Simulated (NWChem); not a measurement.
System: CH5AlO; SMILES C[O][AlH2]

The following NWChem deck was run.

```
start job
memory heap 200 mb stack 900 mb global 1100 mb
geometry units angstroms noautosym nocenter noautoz
  Al     0.081606    -1.192925    -0.003001
  H      1.249331    -2.256533     0.038251
  H     -1.466068    -1.546901    -0.064400
  O      0.562775     0.434661     0.021843
  C      0.006428     1.705485     0.005204
  H     -1.099785     1.694255    -0.037813
  H      0.298678     2.270913     0.908085
  H      0.367570     2.277880    -0.867905
end
basis spherical
  * library def2-tzvp
end
dft
  xc xpbe96 cpbe96
  iterations 150
end
property
  efieldgrad
end
task dft property
```

Parts of the log:

```
             Northwest Computational Chemistry Package (NWChem) 7.3.0
             --------------------------------------------------------

                             Geometry "geometry" -> ""
                             -------------------------

 Output coordinates in angstroms (scale by  1.889725989 to convert to a.u.)

  No.       Tag          Charge          X              Y              Z
 ---- ---------------- ---------- -------------- -------------- --------------
    1 Al                  13.0000     0.08160600    -1.19292500    -0.00300100
    2 H                    1.0000     1.24933100    -2.25653300     0.03825100
    3 H                    1.0000    -1.46606800    -1.54690100    -0.06440000
    4 O                    8.0000     0.56277500     0.43466100     0.02184300
    5 C                    6.0000     0.00642800     1.70548500     0.00520400
    6 H                    1.0000    -1.09978500     1.69425500    -0.03781300
    7 H                    1.0000     0.29867800     2.27091300     0.90808500
    8 H                    1.0000     0.36757000     2.27788000    -0.86790500

 Effective nuclear repulsion energy (a.u.)     100.9500956152

  pbe96 is a nonlocal functional; adding pw91lda local functional.
                              NWChem Property Module
                              ----------------------

  itol2e modified to match energy
  convergence criterion.

                                 NWChem DFT Module
                                 -----------------

 Summary of "ao basis" -> "ao basis" (spherical)
 ------------------------------------------------------------------------------
       Tag                 Description            Shells   Functions and Types
 ---------------- ------------------------------  ------  ---------------------
 Al                        def2-tzvp                13       37   5s5p2d1f
 H                         def2-tzvp                 4        6   3s1p
 O                         def2-tzvp                11       31   5s3p2d1f
 C                         def2-tzvp                11       31   5s3p2d1f

  itol2e modified to match energy
  convergence criterion.

            General Information
            -------------------
          SCF calculation type: DFT
          Wavefunction type:  closed shell.
          No. of atoms     :     8
          No. of electrons :    32
           Alpha electrons :    16
            Beta electrons :    16
          Charge           :     0
          Spin multiplicity:     1
          Use of symmetry is: off; symmetry adaption is: off
          Maximum number of iterations: 150
          AO basis - number of functions:   129
                     number of shells:    55
          Convergence on energy requested:  1.00D-07
          Convergence on density requested:  1.00D-05
          Convergence on gradient requested:  5.00D-04

              XC Information
              --------------
          PerdewBurkeErnzerhof Exchange Functional  1.000
            Perdew 1991 LDA Correlation Functional  1.000 local
           PerdewBurkeErnz. Correlation Functional  1.000 non-local

             Grid Information
             ----------------
          Grid used for XC integration:  fine
          Radial quadrature: Mura-Knowles
          Angular quadrature: Lebedev.
          Tag              B.-S. Rad. Rad. Pts. Rad. Cut. Ang. Pts.
          ---              ---------- --------- --------- ---------
          Al                  1.25      123          11.0       770
          H                   0.35       60          12.0       590
          O                   0.60       70          10.0       590
          C                   0.70       70          12.0       590
          Grid pruning is: on
          Number of quadrature shells:   563
          Spatial weights used:  Erf1

      Superposition of Atomic Density Guess
      -------------------------------------

 Sum of atomic energies:        -356.82950533

      Non-variational initial energy
      ------------------------------

[...]

          -----------------------
          Electric field gradient
          -----------------------

 1 a.u. = 0.324123 10**(16) esu/cm**3  ( or statvolts/cm**2 ) = 0.97174 10**(22) v/m**2

 ------------------------------------------------------------
   Atom      X         Y         Z
 ------------------------------------------------------------
    1 Al   0.15421  -2.25430  -0.00567
 ------------------------------------------------------------

 Electric field gradient in molecular frame (a.u.)
         XX             YY             ZZ             XY             XZ             YZ
 ------------------------------------------------------------------------------------------
        0.691502       0.496367      -1.187869      -0.133756       0.072524       0.001239

 Principal components (a.u.) and orientation
 of principal axis w.r.t. absolute frame                      Asymmetry parameter eta
 --------------------------------------------------------------------------------------
       -1.190688       0.761605       0.429083                       0.279269

       -0.038773       0.892469       0.449440
       -0.003808      -0.449907       0.893067
        0.999241       0.032915       0.020843

 ------------------------------------------------------------
   Atom      X         Y         Z
 ------------------------------------------------------------
    2 H    2.36089  -4.26423   0.07228
 ------------------------------------------------------------

 Electric field gradient in molecular frame (a.u.)
         XX             YY             ZZ             XY             XZ             YZ
 ------------------------------------------------------------------------------------------
       -0.035963      -0.020927       0.056890       0.086924      -0.003276       0.003076

 Principal components (a.u.) and orientation
 of principal axis w.r.t. absolute frame                      Asymmetry parameter eta
 --------------------------------------------------------------------------------------
       -0.115810       0.058804       0.057006                       0.015531

        0.736688       0.675119      -0.038796
       -0.675732       0.737137      -0.003837
        0.026007       0.029042       0.999240

 ------------------------------------------------------------
   Atom      X         Y         Z
 ------------------------------------------------------------
    3 H   -2.77047  -2.92322  -0.12170
 ------------------------------------------------------------

 Electric field gradient in molecular frame (a.u.)
         XX             YY             ZZ             XY             XZ             YZ
 ------------------------------------------------------------------------------------------
       -0.103507       0.048746       0.054761      -0.036415      -0.006289      -0.001437

 Principal components (a.u.) and orientation
 of principal axis w.r.t. absolute frame                      Asymmetry parameter eta
 --------------------------------------------------------------------------------------
       -0.112018       0.057008       0.055010                       0.017832

        0.974489      -0.221059      -0.038775
        0.221081       0.975248      -0.003784
        0.038652      -0.004885       0.999241

 ------------------------------------------------------------
   Atom      X         Y         Z
 ------------------------------------------------------------
    4 O    1.06349   0.82139   0.04128
 ------------------------------------------------------------

 Electric field gradient in molecular frame (a.u.)
         XX             YY             ZZ             XY             XZ             YZ
 ------------------------------------------------------------------------------------------
        0.715431      -1.304845       0.589414       0.691785       0.007604       0.019519

 Principal components (a.u.) and orientation
 of principal axis w.r.t. absolute frame                      Asymmetry parameter eta
 --------------------------------------------------------------------------------------
       -1.519149       0.930106       0.589043                       0.224510

       -0.295701       0.954491      -0.038837
        0.955249       0.295778      -0.003888
       -0.007777       0.038249       0.999238

 ------------------------------------------------------------
   Atom      X         Y         Z
 ------------------------------------------------------------
    5 C    0.01215   3.22290   0.00983
 ------------------------------------------------------------

 Electric field gradient in molecular frame (a.u.)
         XX             YY             ZZ             XY             XZ             YZ
 ------------------------------------------------------------------------------------------
        0.089611      -0.276106       0.186495       0.193055      -0.003005       0.005695

 Principal components (a.u.) and orientation
 of principal axis w.r.t. absolute frame                      Asymmetry parameter eta
 --------------------------------------------------------------------------------------
       -0.359232       0.186589       0.172643                       0.038822

       -0.395158      -0.038238       0.917817
        0.918538      -0.003655       0.395316
       -0.011761       0.999262       0.036568

 ------------------------------------------------------------
   Atom      X         Y         Z
 ------------------------------------------------------------
    6 H   -2.07829   3.20168  -0.07146
 ------------------------------------------------------------

 Electric field gradient in molecular frame (a.u.)
         XX             YY             ZZ             XY             XZ             YZ
 ------------------------------------------------------------------------------------------
       -0.265907       0.121960       0.143947      -0.005361      -0.015964      -0.000297

[...]
```

Level: PBE/def2-TZVP. Coordinates come from a PBE0/def2-SVP optimisation. NWChem prints the field gradient with the sign opposite to the second derivative of the potential.
